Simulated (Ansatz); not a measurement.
H4In2Si: where a starting geometry ends

The starting geometry of this gas-phase singlet was optimised with GFN2-xTB.

```xyz
7

In   -1.4349   -0.3673   -0.3513
In   -0.3109   -0.1602    2.5705
Si   -1.0696   -0.9452   -3.0066
H    -0.3926    0.1788   -3.7299
H    -0.1480   -2.0856   -3.2741
H    -2.1859   -1.2508   -3.9469
H     0.8197   -1.0599    0.8915
```

Problem. Where would you expect an optimisation with PBE0-D3(BJ)/def2-SVP to take it?

Solution. A new bond forms, giving a structure with H7 bridging In1 and In2, given below by its coordinates. Contacts that close: In1–H7 (2.67 → 2.09 Å).

The energy falls by 0.37 eV over 14 steps:

```tsv
step	E − E(last) (eV)
1	0.372
2	0.127
4	0.011
5	0.007
7	0.002
8	0.001
10	0.000
11	0.000
13	0.000
14	0.000
```

Final geometry (Å):

```tsv
atom	x (Å)	y (Å)	z (Å)
In	-1.5071	-0.6555	-0.3090
In	-0.1707	-0.3205	2.3715
Si	-0.9662	-0.9839	-2.9132
H	-0.1652	0.1612	-3.4645
H	-0.1721	-2.2336	-3.1664
H	-2.2066	-1.0846	-3.7526
H	0.4656	-0.5732	0.3875
```

Frequencies at the end are all real (lowest 46 cm⁻¹). Atoms past krypton carry core potentials, without spin–orbit terms. Run with Ansatz 0.2.0, 17 s on 2 threads of Intel(R) Xeon(R) 6975P-C (Granite Rapids), on a shared host.
